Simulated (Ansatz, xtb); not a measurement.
## Two structures of FGeH5Si2

Structure a: `F[SiH2][SiH2][GeH]`, a singlet. Structure b: a singlet given by its coordinates. Both are isolated molecules in the gas phase, relaxed with PBE0-D3(BJ)/pcseg-1; the shapes shown needn't be the lowest conformers.

a (Å):

```yaml
atoms:
  - { symbol: F, position_ang: [-0.8710, -0.4619, 1.9282] }
  - { symbol: Ge, position_ang: [-1.8638, 0.7373, 0.0479] }
  - { symbol: Si, position_ang: [0.6155, -0.9573, 1.2771] }
  - { symbol: Si, position_ang: [0.4239, 0.1991, -0.7371] }
  - { symbol: H, position_ang: [0.5447, -2.4437, 1.2159] }
  - { symbol: H, position_ang: [1.6325, -0.5459, 2.2852] }
  - { symbol: H, position_ang: [0.6352, -0.7167, -1.8988] }
  - { symbol: H, position_ang: [1.4096, 1.3197, -0.8081] }
  - { symbol: H, position_ang: [-2.2989, -0.7199, -0.4407] }
```

b (Å):

```xyz
9

F    -1.7363   -4.1051    2.8825
Ge   -0.7047   -0.9431    1.9682
Si   -1.2353   -3.1018    1.6962
Si    0.5824   -0.5314   -0.0045
H    -1.9248   -3.5749    0.4584
H     0.1321   -0.7645    3.2544
H     2.0213   -0.9025    0.1304
H     0.4964    0.9202   -0.3420
H    -0.0294   -1.3123   -1.1217
```

Close contacts (Å): F1–Si3 1.63, Ge2–Si3 2.24, Ge2–Si4 2.39, Ge2–H6 1.54, Si3–H5 1.49, Si4–H7 1.49, Si4–H8 1.49, Si4–H9 1.49.

Quicker runs give these differences E(b) − E(a): GFN2-xTB −0.40 kcal/mol; HF/STO-3G +11.89 kcal/mol (at GFN2-xTB geometries); r2SCAN-D4/def2-SVP +4.54 kcal/mol (at GFN2-xTB geometries).

Task: Estimate E(b) − E(a) at the level CCSD(T)/def2-SVP + ΔMP2/def2-TZVPP.

Result: Not settled: CCSD(T)/def2-SVP + ΔMP2/def2-TZVPP gives E(b) − E(a) = −1.53 kcal/mol, but this leans on the basis-set step: CCSD(T) alone gives +2.91 kcal/mol.

How the difference moves with the method:

| level | geometry | E(b) − E(a) (kcal/mol) | departure from the last row (kcal/mol) | job, with rough time for the two |
| --- | --- | --- | --- | --- |
| GFN2-xTB | GFN2-xTB | −0.40 | +1.13 | optimisation, 0.81 s |
| HF/STO-3G | GFN2-xTB | +11.89 | +13.43 | single point, 0.72 s |
| r2SCAN-D4/def2-SVP | GFN2-xTB | +4.54 | +6.08 | single point, 4.1 s |
| PBE0-D3(BJ)/pcseg-1 | PBE0-D3(BJ)/pcseg-1 | +4.27 | +5.80 | optimisation, 2 min |
| HF/def2-SVP | PBE0-D3(BJ)/pcseg-1 | +11.61 | +13.14 | part of the CCSD(T) run |
| MP2/def2-SVP | PBE0-D3(BJ)/pcseg-1 | +1.42 | +2.95 | part of the CCSD(T) run |
| CCSD(T)/def2-SVP | PBE0-D3(BJ)/pcseg-1 | +2.91 | +4.44 | single point |
| CCSD(T)/def2-SVP + ΔMP2/def2-TZVPP | PBE0-D3(BJ)/pcseg-1 | −1.53 |  | single point, 38 s |

HF/STO-3G, r2SCAN-D4/def2-SVP, PBE0-D3(BJ)/pcseg-1, HF/def2-SVP, MP2/def2-SVP, CCSD(T)/def2-SVP put the two in the other order. GFN2-xTB finds them nearly level. The largest departure from CCSD(T)/def2-SVP + ΔMP2/def2-TZVPP is that of HF/STO-3G, 13.43 kcal/mol. The last row adds to CCSD(T) the change of the MP2 difference between the two basis sets, here −4.44 kcal/mol, a large step that makes the value less sure.

With harmonic frequencies from PBE0-D3(BJ)/pcseg-1 (ideal gas, rigid rotor, one conformer each, 200 K, 1 atm): on the last row, ΔE + ΔZPE = −1.65, ΔH = −1.39, ΔG = −2.03 kcal/mol.

The correlated steps freeze 20 core orbitals; the filled d shell of Ge is correlated, in a basis made for valence electrons. Run with Ansatz 0.2.0, xtb 6.7.1; the last row on 2 threads of Intel(R) Xeon(R) Platinum 8259CL CPU @ 2.50GHz (Skylake/Cascade Lake) on a shared host.
